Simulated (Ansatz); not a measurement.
Geometry optimisation of W₃⁻.

```yaml
crystal:
  periodic: [false, false, false]
  atoms:
    - {symbol: W, position_ang: [-0.039900, 1.649000, 2.914500]}
    - {symbol: W, position_ang: [0.401900, 3.167900, -0.158800]}
    - {symbol: W, position_ang: [0.000000, 0.000000, 0.000000]}
basis:
  gaussian: {orbitals: def2-TZVPD}
total_charge: -1
magnetization: {spin_polarized: true, initial_magnetization: 1}
hamiltonian: {xc: pbe0, dispersion: d4}
scf: {lower_state_search: "off"}
output: {orbitals: {seedname: orbitals}}
relax: {f_tol: 0.02, max_steps: 100}
```

```sh
$ ansatz run in.yaml --threads 4 --pin off --events-out ev --progress --plain --max-ram 3916MiB
```

Shortened log:

```
Functional definition: PBE0
  name "PBE0"
  cite "Adamo & Barone, J. Chem. Phys. 110, 6158 (1999) doi:10.1063/1.478522"
  cite "Perdew, Burke & Ernzerhof, Phys. Rev. Lett. 77, 3865 (1996) doi:10.1103/PhysRevLett.77.3865"
  parent pbe
  parameter a = 0.25
  parameter kappa = 0.804
  parameter beta = 0.06672455060314922
  exchange = (1 - a)*pbe_x(kappa = kappa, mu = beta*pi^2/3) + a*exact_x
  correlation = pbe_c(beta = beta)
these checks for a lower state are left out or cut short: stability, starts, cluster_reference, orbital_swaps, neighbouring_geometries, increment
mean field -5466.65423752 eV, -200.8958377976 hartree, gradient 1.9e-6 eV, S^2 7.321516; 0 other end points of the search recorded, 0 dependent functions left out
the calculation of the forces begins
relax step   1: F+E_penalty+E_count = -5466.82065166 eV  Δ(F+E_penalty+E_count) = +0.000e0 eV  max|allowed force component| = 1.775e0 eV/Å  Δτ_max = 0.0000 Å  (242 SCF iters, accepted)
these checks for a lower state are left out or cut short: stability, starts, cluster_reference, orbital_swaps, neighbouring_geometries, increment
mean field -5467.84827797 eV, -200.9397179746 hartree, gradient 1.7e-6 eV, S^2 6.644695; 0 other end points of the search recorded, 0 dependent functions left out
the calculation of the forces begins
relax step   2: F+E_penalty+E_count = -5467.97045675 eV  Δ(F+E_penalty+E_count) = -1.150e0 eV  max|allowed force component| = 2.668e0 eV/Å  Δτ_max = 0.1715 Å  (62 SCF iters, accepted)
these checks for a lower state are left out or cut short: stability, starts, cluster_reference, orbital_swaps, neighbouring_geometries, increment
mean field -5469.46308587 eV, -200.9990610704 hartree, gradient 2.0e-6 eV, S^2 5.155581; 0 other end points of the search recorded, 0 dependent functions left out
the calculation of the forces begins
relax step   3: F+E_penalty+E_count = -5469.58644696 eV  Δ(F+E_penalty+E_count) = -1.616e0 eV  max|allowed force component| = 3.403e0 eV/Å  Δτ_max = 0.1951 Å  (64 SCF iters, accepted)
these checks for a lower state are left out or cut short: stability, starts, cluster_reference, orbital_swaps, neighbouring_geometries, increment
mean field -5471.05075255 eV, -201.0574067450 hartree, gradient 4.3e-6 eV, S^2 2.447383; 0 other end points of the search recorded, 0 dependent functions left out
the calculation of the forces begins
relax step   4: F+E_penalty+E_count = -5471.17469991 eV  Δ(F+E_penalty+E_count) = -1.588e0 eV  max|allowed force component| = 3.750e0 eV/Å  Δτ_max = 0.1964 Å  (111 SCF iters, accepted)
these checks for a lower state are left out or cut short: stability, starts, cluster_reference, orbital_swaps, neighbouring_geometries, increment
mean field -5471.91975403 eV, -201.0893419602 hartree, gradient 2.0e-6 eV, S^2 0.939141; 0 other end points of the search recorded, 0 dependent functions left out
the calculation of the forces begins
relax step   5: F+E_penalty+E_count = -5472.04394945 eV  Δ(F+E_penalty+E_count) = -8.692e-1 eV  max|allowed force component| = 5.909e-1 eV/Å  Δτ_max = 0.2000 Å  (120 SCF iters, accepted)
these checks for a lower state are left out or cut short: stability, starts, cluster_reference, orbital_swaps, neighbouring_geometries, increment
mean field -5471.91613021 eV, -201.0892087873 hartree, gradient 3.3e-6 eV, S^2 0.841556; 0 other end points of the search recorded, 0 dependent functions left out
the calculation of the forces begins
relax step   6: F+E_penalty+E_count = -5472.04035761 eV  Δ(F+E_penalty+E_count) = +3.592e-3 eV  max|allowed force component| = 8.288e-1 eV/Å  Δτ_max = 0.0314 Å  (69 SCF iters, rejected (line search))
these checks for a lower state are left out or cut short: stability, starts, cluster_reference, orbital_swaps, neighbouring_geometries, increment
mean field -5471.92965970 eV, -201.0897059867 hartree, gradient 2.6e-6 eV, S^2 0.910440; 0 other end points of the search recorded, 0 dependent functions left out
the calculation of the forces begins
relax step   7: F+E_penalty+E_count = -5472.05386739 eV  Δ(F+E_penalty+E_count) = -9.918e-3 eV  max|allowed force component| = 1.241e-1 eV/Å  Δτ_max = 0.0154 Å  (69 SCF iters, accepted)
these checks for a lower state are left out or cut short: stability, starts, cluster_reference, orbital_swaps, neighbouring_geometries, increment
mean field -5471.93161391 eV, -201.0897778029 hartree, gradient 5.1e-6 eV, S^2 0.904095; 0 other end points of the search recorded, 0 dependent functions left out
the calculation of the forces begins
relax step   8: F+E_penalty+E_count = -5472.05582427 eV  Δ(F+E_penalty+E_count) = -1.957e-3 eV  max|allowed force component| = 1.217e-1 eV/Å  Δτ_max = 0.0101 Å  (60 SCF iters, accepted)
these checks for a lower state are left out or cut short: stability, starts, cluster_reference, orbital_swaps, neighbouring_geometries, increment
mean field -5471.93213676 eV, -201.0897970171 hartree, gradient 2.8e-6 eV, S^2 0.911627; 0 other end points of the search recorded, 0 dependent functions left out
the calculation of the forces begins
relax step   9: F+E_penalty+E_count = -5472.05634652 eV  Δ(F+E_penalty+E_count) = -5.222e-4 eV  max|allowed force component| = 6.268e-2 eV/Å  Δτ_max = 0.0047 Å  (62 SCF iters, accepted)
these checks for a lower state are left out or cut short: stability, starts, cluster_reference, orbital_swaps, neighbouring_geometries, increment
mean field -5471.91563903 eV, -201.0891907365 hartree, gradient 6.4e-6 eV, S^2 0.975816; 0 other end points of the search recorded, 0 dependent functions left out
the calculation of the forces begins
relax step  10: F+E_penalty+E_count = -5472.03985314 eV  Δ(F+E_penalty+E_count) = +1.649e-2 eV  max|allowed force component| = 6.518e-1 eV/Å  Δτ_max = 0.0217 Å  (60 SCF iters, rejected (line search))
these checks for a lower state are left out or cut short: stability, starts, cluster_reference, orbital_swaps, neighbouring_geometries, increment
mean field -5471.93223394 eV, -201.0898005883 hartree, gradient 3.4e-6 eV, S^2 0.919085; 0 other end points of the search recorded, 0 dependent functions left out
the calculation of the forces begins
relax step  11: F+E_penalty+E_count = -5472.05644257 eV  Δ(F+E_penalty+E_count) = -9.605e-5 eV  max|allowed force component| = 6.559e-3 eV/Å  Δτ_max = 0.0021 Å  (56 SCF iters, accepted)
Total energy: -5472.05646754 eV, -201.0943660888 hartree
Atom 0 at     0.019874     1.677897     2.237974 Å, force    -0.000579    -0.000273     0.006559 eV/Å
Atom 1 at     0.309360     2.687411     0.245278 Å, force     0.000746     0.003451    -0.003880 eV/Å
Atom 2 at     0.032766     0.451592     0.272448 Å, force    -0.000167    -0.003177    -0.002680 eV/Å
Dipole moment:     0.010049     0.057675    -0.035766 e Å
Checks for a lower state left out: stability, starts, cluster_reference, orbital_swaps, neighbouring_geometries, increment
```

Hardware: 4 threads of Arm Neoverse V2 on a shared host. Wall time 58 s.

In the def2 sets W takes a core potential; there is no spin–orbit coupling. The charge -1 doublet is spin-contaminated (final ⟨S²⟩ up to 0.92, 0.75 for a pure state). The relaxation made no stability test and no search for a lower SCF solution. The structure comes from a short search, and lower isomers may exist.
